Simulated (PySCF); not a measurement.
Species: 2,3-dimethylbutanoic acid, C6H12O2.
Geometry (PBE0-D3(BJ)/def2-SVP, Å), atoms numbered from 1 in this order:
```
atom  x, y, z in Å
C1    -1.4118    1.3264   -0.4368
C2    -0.8237   -0.0806   -0.4265
C3    -1.3574   -0.8910    0.7496
C4     0.7248   -0.0654   -0.5106
C5     1.3221   -1.4523   -0.7081
C6     1.3136    0.5769    0.7242
O7     1.5458    0.0062    1.7593
O8     1.5381    1.8903    0.5698
H9    -1.0273    1.9217   -1.2791
H10   -1.1704    1.8726    0.4887
H11   -2.5086    1.2868   -0.5210
H12   -1.1474   -0.5841   -1.3558
H13   -1.0146   -1.9355    0.7215
H14   -2.4580   -0.9020    0.7355
H15   -1.0344   -0.4648    1.7118
H16    0.9900    0.5782   -1.3644
H17    2.3976   -1.3919   -0.9317
H18    1.2089   -2.0595    0.2005
H19    0.8285   -1.9692   -1.5447
H20    1.8771    2.2096    1.4212
```

Linear response at CAM-B3LYP/def2-SVPD (PySCF, frozen core in the response, non-relativistic). Geometry: PBE0-D3(BJ)/def2-SVP, one conformer, isolated molecule.

Static isotropic polarisability: 79.54 au (11.79 Å³), principal values 74.9, 81.2, 82.5 au.

**Question.** What is the polarisability at 1064 nm and at the sodium D line?

**Answer.** 80.05 au at 1064 nm (+0.6 %), 81.23 au at 589.3 nm (+2.1 %). The rise at 589.3 nm is 3.33 times that at 1064 nm; a pure ω² law gives 3.26. The lowest singlet lies at 212 nm, shorter than both wavelengths.

**Question.** What is the isotropic C6 coefficient between two such molecules, C6 = (3/π)∫α(iω)² dω?

**Answer.** 2923 au (Eh·bohr⁶) by a ten-point quadrature over imaginary frequencies, which is 1750 eV·Å⁶ or 169 J·nm⁶/mol.

**Question.** Which effective excitation energy ω̄ makes London's formula C6 = (3/4)α²ω̄ exact here?

**Answer.** ω̄ = 4·C6/(3α²) = 0.616 Eh = 16.8 eV. A one-pole form α(ω) = α/(1 − ω²/ω̄²) fitted to the 1064 nm value gives 14.6 eV.

**Question.** How many electrons N does the Slater–Kirkwood formula C6 = (3/4)·√N·α^(3/2) need to give this C6?

**Answer.** N = (4·C6/3)²/α³ = 30.2; the species has 64 electrons in all.

**Question.** What does −C6/R⁶ come to at R = 12 Å between centres?

**Answer.** -56 J/mol. This is the leading, orientation-averaged term; C8 and higher terms are left out.

**Question.** What n − 1 at the D line would an ideal gas of it have at 273.15 K and 1 atm (2.6868 × 10¹⁹ cm⁻³), by n − 1 = 2π·N·α′?

**Answer.** 20.32 × 10⁻⁴, a formal value whether or not that pressure can be reached.

**Question.** How anisotropic is the static polarisability, by Δα² = ½[(α1 − α2)² + (α2 − α3)² + (α3 − α1)²]?

**Answer.** Δα = 7.1 au, or 0.09 of the isotropic value.

**Question.** What three-body coefficient follows from the one-pole estimate C9 = (3/4)·α·C6?

**Answer.** 174000 au. This is an estimate from the two numbers above, not a computed integral.
